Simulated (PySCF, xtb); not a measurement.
GeOBr2, SMILES [Ge]([Br])([Br])=[O].

Harmonic wavenumbers (cm⁻¹) from xtb with GFN2-xTB at its own minimum, in rising order: 87, 127, 172, 234, 308, 913.

Problem. What does PBE-D3(BJ)/def2-SVP run with PySCF give at its own minimum? (The exact figures need the calculation; the answer reports its results.)

Solution. 98, 154, 181, 273, 325, 947. Paired by order, the mean absolute difference is 23 cm⁻¹ and the zero-point energies are 2.6 and 2.8 kcal/mol.
